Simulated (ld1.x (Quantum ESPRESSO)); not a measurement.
# What one change does to a pseudopotential (Nb, RRKJ)

Nb (Z = 41), norm-conserving RRKJ (Kleinman–Bylander form), made with ld1.x (Quantum ESPRESSO) 7.5 (PBE, scalar-relativistic). Core [Ar] 3d10 4s2, reference 4p6 4d4 5s0.5 5p0.5. Waves: 5s (bound): rc 2.95 bohr; 4d (bound): rc 1.70 bohr; 4p (bound): rc 1.50 bohr. Local part: the p channel. Core correction: none. rho0 = 0.005.

Occupied shells without a wave of their own: 5p. They enter only through the test configuration that unscreens the potential.

All-electron outer shells of the reference configuration (PBE, scalar-relativistic, ld1.x):

```json
{"shell": "3d", "level (eV)": "-196.91", "outermost node (bohr)": "–", "outermost maximum (bohr)": "0.33"}
{"shell": "4s", "level (eV)": "-59.03", "outermost node (bohr)": "0.53", "outermost maximum (bohr)": "1.04"}
{"shell": "4p", "level (eV)": "-35.17", "outermost node (bohr)": "0.54", "outermost maximum (bohr)": "1.12"}
{"shell": "5s", "level (eV)": "-4.41", "outermost node (bohr)": "1.40", "outermost maximum (bohr)": "3.04"}
{"shell": "4d", "level (eV)": "-3.63", "outermost node (bohr)": "0.55", "outermost maximum (bohr)": "1.49"}
{"shell": "5p", "level (eV)": "-1.45", "outermost node (bohr)": "1.62", "outermost maximum (bohr)": "4.21"}
```

Change: wave 4d (bound): rc 1.70 bohr becomes 4d (bound): rc 2.48 bohr.

Cutoffs: the cutoffs (Ry, on a coarse ladder) from which the occupation-weighted sum of valence levels, in a spherical-Bessel basis at the reference potential, stays within 10 and 1 mRy of its value at 400 Ry; they do not see the model core or the augmentation charge, which bear on the density cutoff. Errors are all-electron minus pseudo energies relative to the spin-unpolarised reference configuration.

Problem. How do hardness, ghosts and transferability respond?

Solution. The potential gets neither clearly harder nor softer (50 Ry and 90 Ry → 50 Ry and 90 Ry); both files keep a bound ghost (s); of the 7 tests that both files solve, the error grows in 2 and shrinks in 1 by more than 15 % and 0.3 meV (median size 12.2 → 13.6 meV); the range in which the d phases agree narrows (upper end at the end of the scan → 1.3).

| quantity | base | changed |
| --- | --- | --- |
| cutoff, loose | 50 Ry | 50 Ry |
| cutoff, tight | 90 Ry | 90 Ry |
| loose cutoff by channel (10 mRy a level) | s 12 Ry, d 30 Ry, p 35 Ry | s 12 Ry, d 21 Ry, p 35 Ry |
| bound ghosts | s | s |
| error for 4p6 4d4 5s1 5p0, meV [ΔE -1.45 eV] | -7.1 | -7.0 |
| error for 4p6 4d4 5s0 5p0, meV [ΔE 5.18 eV] | -15 | -14 |
| error for 4p6 4d3 5s0 5p0, meV [ΔE 19.22 eV] | -12 | -16 |
| error for 4p6 4d3 5s1 5p0, meV [ΔE 5.56 eV] | -41 | -34 |
| error for 4p6 4d4.5 5s0.5 5p0, meV [ΔE -0.90 eV] | -6.9 | -6.6 |
| error for 4p6 4d1 5s0 5p0, meV [ΔE 80.85 eV] | +20 | +238 |
| error for 4p6 4d4 5s0.5 5p0, meV [ΔE 1.18 eV] | -10 | -10 |
| s: phases at 3.21 bohr within 0.05 rad from the reference energy up to (Ry; the scan ends near 5) | 2.7 | 2.7 |
| p: phases at 3.21 bohr within 0.05 rad from the reference energy up to (Ry; the scan ends near 5) | 3.8 | 3.8 |
| d: phases at 3.21 bohr within 0.05 rad from the reference energy up to (Ry; the scan ends near 5) | to the end of the scan | 1.3 |

Changed file: The 5p level has no wave, so the channel is fitted at the deeper level alone: the likely source of the large errors. A true bound ghost makes a file unfit for plane-wave use even where its test errors are small: the radial tests pick states by their node count and pass the ghost by.
